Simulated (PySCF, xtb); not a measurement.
Cl3Tl, SMILES [Cl][Tl]([Cl])[Cl].

Harmonic wavenumbers (cm⁻¹) from GFN2-xTB in xtb at its own minimum, in rising order: 24, 44, 44, 161, 211, 211.

**Question.** What does B3LYP-D3(BJ)/def2-SVP run with PySCF 2.14.0 give at its own minimum? (The exact figures need the calculation; the answer reports its results.)

**Answer.** 70, 70, 79, 309, 342, 342. Paired by order, the mean absolute difference is 86 cm⁻¹ and the zero-point energies are 1.0 and 1.7 kcal/mol.
